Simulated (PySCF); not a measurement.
Gas-phase reaction: SiHBr3 + Si2H5 + 3 H = 3 SiH3Br

Energies from PySCF, thermal terms from the rigid-rotor harmonic-oscillator model, ideal gas at 1 bar. † marks an energy on the PBE0/def2-TZVP geometry and frequencies. MP2 and CCSD(T) freeze the core. Open shells (unrestricted): Si2H5 (multiplicity 2), H (multiplicity 2); the rest are closed-shell singlets. Br: all electrons, no relativistic terms. Si2H5: computed as isolated molecules; such fragments, hydroxides, amides, oligomers or adducts are transient or little studied in the gas. MP2 isn't extrapolated to the basis-set limit. CCSD(T) isn't extrapolated to the basis-set limit.

CCSD(T)/def2-SVP† gives ΔH°(298 K) = -787 kJ.

**Question.** What do ωB97M-V/def2-TZVP†, LDA/def2-TZVP†, MP2/def2-TZVPP† give?

**Answer.** ωB97M-V/def2-TZVP†: -816 kJ; LDA/def2-TZVP†: -825 kJ; MP2/def2-TZVPP†: -776 kJ. For scale, ΔH°(298 K) is -787 kJ at this level, -816 kJ at ωB97M-V/def2-TZVP†, and runs from -1120 to -664 kJ over the 20 levels computed.
